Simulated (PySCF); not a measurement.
Precursor series W OH-NH2. Gas-phase values, no solvent. One relaxed conformer stands for each flexible species; it need not be the lowest.

The charge on the central atom (Mulliken) from two functionals at the same geometries (PBE-D3(BJ)/def2-SVP), both in PySCF: PBE-D3(BJ)/def2-TZVP and B3LYP-D3(BJ)/def2-TZVP. B3LYP has the VWN-RPA correlation part, as in Gaussian. 

```json
[
 {"species": "0 of 6 OH replaced by NH2 ([W(OH)6])", "PBE-D3(BJ)/def2-TZVP (e)": "1.24", "B3LYP-D3(BJ)/def2-TZVP (e)": "1.54"},
 {"species": "1 of 6 OH replaced by NH2 ([W(OH)5(NH2)])", "PBE-D3(BJ)/def2-TZVP (e)": "1.21", "B3LYP-D3(BJ)/def2-TZVP (e)": "1.51"},
 {"species": "2 of 6 OH replaced by NH2 ([W(OH)4(NH2)2])", "PBE-D3(BJ)/def2-TZVP (e)": "1.14", "B3LYP-D3(BJ)/def2-TZVP (e)": "1.43"},
 {"species": "3 of 6 OH replaced by NH2 ([W(OH)3(NH2)3])", "PBE-D3(BJ)/def2-TZVP (e)": "1.09", "B3LYP-D3(BJ)/def2-TZVP (e)": "1.39"},
 {"species": "4 of 6 OH replaced by NH2 ([W(OH)2(NH2)4])", "PBE-D3(BJ)/def2-TZVP (e)": "0.96", "B3LYP-D3(BJ)/def2-TZVP (e)": "1.30"},
 {"species": "5 of 6 OH replaced by NH2", "PBE-D3(BJ)/def2-TZVP (e)": "0.90", "B3LYP-D3(BJ)/def2-TZVP (e)": "1.24"},
 {"species": "6 of 6 OH replaced by NH2", "PBE-D3(BJ)/def2-TZVP (e)": "1.08", "B3LYP-D3(BJ)/def2-TZVP (e)": "1.38"}
]
```

Over these rows, drawn at random from the members with no instability flagged (it was tested for open shells, ions and some series alone), PBE minus B3LYP-D3(BJ): mean -0.31 e, from -0.34 e to -0.30 e.
